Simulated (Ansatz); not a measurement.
Frontier orbitals of CH5ClN2OW (`C[N]=[W]([NH2])(=[O])[Cl]`).

| atom | x (Å) | y (Å) | z (Å) |
| --- | --- | --- | --- |
| C1 | 1.039 | 1.790 | -0.162 |
| N2 | 0.577 | 0.450 | -0.195 |
| W3 | -0.064 | -1.025 | 0.481 |
| N4 | -1.687 | -1.383 | -0.519 |
| O5 | -0.449 | -0.811 | 2.131 |
| Cl6 | 1.506 | -2.683 | 0.246 |
| H7 | 2.097 | 1.829 | -0.439 |
| H8 | 0.484 | 2.395 | -0.888 |
| H9 | 0.919 | 2.240 | 0.829 |
| H10 | -2.462 | -1.890 | -0.117 |
| H11 | -1.959 | -0.912 | -1.367 |

The species carries charge 0 and has multiplicity 1. Correlated methods include outer-core shells of W, which these sets cover unevenly. W takes the def2 core potential. Geometry: relaxed with PBE0-D4/def2-TZVP. It is one conformer, not always the lowest. Basis def2-TZVPP, Ansatz 0.2.0.

```tsv
functional	HOMO (eV)	LUMO (eV)
revPBE	-6.17	-2.01
```

(1) Give HOMO and LUMO (eV) with LDA (SPW92), PBE, BLYP, r2SCAN, B97M-V, PBE0, B3LYP, r2SCANh, r2SCAN0, HSE06 (plane-wave form), BHLYP, CAM-B3LYP, LC-ωPBE, ωB97X-V, ωB97M-V. (An estimate is asked.)

Results:

(1) Ansatz gave: 
| functional | HOMO | LUMO |
| --- | --- | --- |
| LDA (SPW92) | -6.41 | -2.32 |
| PBE | -6.24 | -2.10 |
| BLYP | -6.12 | -1.99 |
| r2SCAN | -6.52 | -2.01 |
| B97M-V | -6.59 | -1.97 |
| PBE0 | -7.59 | -1.35 |
| B3LYP | -7.36 | -1.57 |
| r2SCANh | -7.02 | -1.73 |
| r2SCAN0 | -7.78 | -1.30 |
| HSE06 (plane-wave form) | -7.19 | -1.73 |
| BHLYP | -8.85 | -0.47 |
| CAM-B3LYP | -8.94 | -0.32 |
| LC-ωPBE | -10.26 | 0.79 |
| ωB97X-V | -9.92 | 0.73 |
| ωB97M-V | -9.83 | 0.67 |

B3LYP here is the variant with VWN-RPA as its local correlation; programs differ in this. LC-ωPBE has ω = 0.4 bohr⁻¹. Positive LUMOs are unbound and depend on the basis.
